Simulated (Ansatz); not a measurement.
CH5FOSSi can be A, `OC(F)S[SiH3]`, or B, `CO[SiH](F)S`.

Calculated with Ansatz (gas phase, PBE0-D4/def2-TZVP geometries, no zero-point term in ΔE). CCSD(T)/CBS is the MP2 limit (def2-TZVPP, def2-QZVPP) plus CCSD(T) − MP2 in def2-TZVPP, frozen cores. DFT in def2-TZVPP. B3LYP here is the variant with VWN-RPA as its local correlation; programs differ in this. One conformer a species, not always the lowest.

Problem. Which isomer does CCSD(T)/CBS put lower? Give the gap. (An estimate is asked.)

Solution. The calculation gave: B, by 337.0 kJ/mol.

Problem. Give E(B) − E(A) in kJ/mol with LDA (SPW92), BLYP-D4, B3LYP, PBE-D4, r2SCAN-D4, PBE0-D4, CCSD/def2-TZVPP. (An estimate is asked.)

Solution. Computed: LDA (SPW92) -295.0, BLYP-D4 -316.9, B3LYP -330.1, PBE-D4 -298.8, r2SCAN-D4 -322.9, PBE0-D4 -312.7, CCSD/def2-TZVPP -339.3. None reverses the order clearly.

Problem. Does the order hold for the free energy at 298.15 K (harmonic terms from PBE0-D4)? (An estimate is asked.)

Solution. Ansatz gave: Yes: G(B) − G(A) = -334.6 kJ/mol, for one conformer each. Modes under 60 cm⁻¹, often nearly free rotors, make the harmonic entropy too high.

Largest T1 diagnostic: 0.012.

Leaving LDA and LC-ωPBE aside and taking each functional with its dispersion term where it has one, the values, not all of them listed here, spread over 47.1 kJ/mol, from BHLYP-D4 to revPBE-D4. LDA lies +4.9 kJ/mol from PBE without D4. In def2-TZVPP, CCSD(T) changes the Hartree–Fock value by +21.5 kJ/mol (the triples alone add +6.5 kJ/mol) and MP2 by +11.4 kJ/mol.
